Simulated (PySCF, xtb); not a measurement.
TeCl, SMILES Cl[Te], multiplicity 2.

Coordinates come from a B3LYP-D3(BJ)/def2-TZVP optimisation. The multiplicity is an assumed one; other spin states were not compared. The def2 effective core potentials stand for the cores of Te; spin–orbit coupling is left out.

Level of theory: IEF-PCM-PBE0/def2-TZVPD (PySCF 2.14.0).

The values are the electrostatic part of the solvation free energy, E(continuum) − E(gas) at the gas-phase geometry, in a cavity of scaled van der Waals radii (PySCF's table); cavitation and dispersion terms are not included. The dipole moment in vacuum is 1.53 D.

| solvent | ε | ΔG(elec) (kcal/mol) | dipole (D) |
|---|---|---|---|
| water | 78.36 | -2.1 | 2.24 |
| benzene | 2.27 | -0.9 | 1.82 |
| tetrahydrofuran | 7.43 | -1.7 | 2.09 |

For comparison, GFN2-xTB/ALPB(water) (xtb, at the GFN2-xTB geometry, all terms of that model) gives -1.3 kcal/mol.
